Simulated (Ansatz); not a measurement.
Input for Ansatz (a quantum-chemistry and plane-wave program): R-BHLYP/def2-TZVPP on BCl2F (SMILES FB(Cl)Cl).

Ansatz 0.2 input:
```yaml
crystal:
  periodic: [false, false, false]
  atoms:
    - {symbol: B, position_ang: [-0.09212828, 0.02215641, -0.02276497]}
    - {symbol: Cl, position_ang: [1.09380185, 1.30146097, 0.07045726]}
    - {symbol: Cl, position_ang: [0.33278262, -1.64464445, 0.28215153]}
    - {symbol: F, position_ang: [-1.33455619, 0.32102707, -0.32984382]}
basis:
  gaussian:
    orbitals: def2-TZVPP
hamiltonian:
  xc: {name: BHLYP}
scf: {lower_state_search: off}
```

It printed:

```
WARN ansatz: RAYON_NUM_THREADS=4 ignored (pool sized by the plan → 4); use --threads N
Functional definition: BHLYP
these checks for a lower state are left out or cut short: stability, starts, cluster_reference, orbital_swaps, neighbouring_geometries, increment
integrals: 0.07 GiB planned
1072 factors; their error is unknown
mean field: 0.58 GiB planned
mean field evaluation 1: about -28441.8711 eV, gradient 2.8e1 eV
mean field evaluation 2: about -28441.7502 eV, gradient 3.2e1 eV
mean field evaluation 4: about -28443.0928 eV, gradient 7.5e-1 eV
mean field evaluation 8: about -28443.2692 eV, gradient 2.2e-1 eV
mean field evaluation 16: about -28443.2693 eV, gradient 3.4e-6 eV
mean field -28443.26927561 eV, -1045.2708663382 hartree, gradient 3.4e-6 eV, S^2 0.000000; 0 other end points of the search recorded, 0 dependent functions left out
reference -28443.26942369 eV, -1045.2708717801 hartree; 24, 24 occupied and 122, 122 virtual orbitals, 1072 factors
Total energy: -28443.26942369 eV, -1045.2708717801 hartree
Checks for a lower state left out: stability, starts, cluster_reference, orbital_swaps, neighbouring_geometries, increment
```

Self-consistency was reached.

Cost: around 4 core-seconds (rough).
